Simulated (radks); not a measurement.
Correlation energies from several functionals, in hartree. Species: Yb+ [Xe] 4f14 6s1; K+ [Ar]. Calculated with a radial shooting solver on a logarithmic mesh with Libxc functionals: non-relativistic Kohn-Sham, exchange-only LDA, spin-polarised, spherical densities, point nucleus. Every spin shell is full or empty, so the densities are truly spherical. Functionals are evaluated on that one density, not self-consistently.

functional,Yb+,K+
PW92,-7.0683,-1.4692
VWN5,-7.0981,-1.4759
Wigner,-3.7056,-0.93912
Chachiyo,-6.9874,-1.4432
PBE,-4.1014,-0.72221
PBEsol,-4.6050,-0.83818
LYP,-3.7073,-0.77164
TPSS,-4.0993,-0.72660
revTPSS,-4.1361,-0.74312
SCAN,-4.1676,-0.70897
r2SCAN,-4.1857,-0.71594
